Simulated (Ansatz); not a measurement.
Consider the atomization: `CCCBr` → Br• + 3 C• + 7 H•.

Calculated with Ansatz (gas phase, PBE0-D4/def2-TZVP geometries, no zero-point term in ΔE). CCSD(T)/CBS adds triple-zeta CCSD(T) − MP2 to the extrapolated MP2 energy (def2 sets, frozen cores). This one scheme is used for every species, atoms too. Functionals use def2-TZVPP. B3LYP here is the variant with VWN-RPA as its local correlation; programs differ in this. Open shells (•) are unrestricted, without spin–orbit coupling. Spin–orbit coupling would lower the free atoms: a little for C; clearly for Br. Bonds to Br are less sure, by a few kJ/mol each and by 10 to 20 or more in all where they break to atoms, as the def2 sets lack core-valence functions. Scalar relativity is left out up to krypton. One conformer a species, not always the lowest.

| level | ΔE (kcal/mol) |
| --- | --- |
| ωB97X-V | 975.6 |
| ωB97M-V | 976.2 |
| B3LYP | 967.3 |
| MP2/def2-QZVPP | 977.2 |

What does CCSD(T)/CBS give? (An estimate is asked.)

The calculation gave: +977.0 kcal/mol. The listed levels differ from it by -1.4, -0.8, -9.7, 0.2 kcal/mol.

Largest T1 diagnostic among the species: 0.009.

In def2-TZVPP, CCSD(T) changes the Hartree–Fock value by +220.3 kcal/mol (the triples alone add +11.9 kcal/mol) and MP2 by +229.5 kcal/mol; breaking electron pairs costs correlation energy, which Hartree–Fock lacks. From PBE to PBE0 (25 % exact exchange), in def2-TZVPP and without D4, ΔE moves by −9.8 kcal/mol: exact exchange takes away binding that semilocal exchange gives to molecules. The D4 term adds +7.6 kcal/mol with B3LYP and +4.0 kcal/mol with PBE0; it sums over pairs of atoms, weighted by their polarisabilities, and B3LYP, whose exchange is more repulsive, gets the larger term.

For atomizations the MP2-based limit and the directly extrapolated one differ by several kJ/mol either way, and by 10 to 25 for some Ge, Se and Sn compounds, so smaller differences from it don't rank the levels.
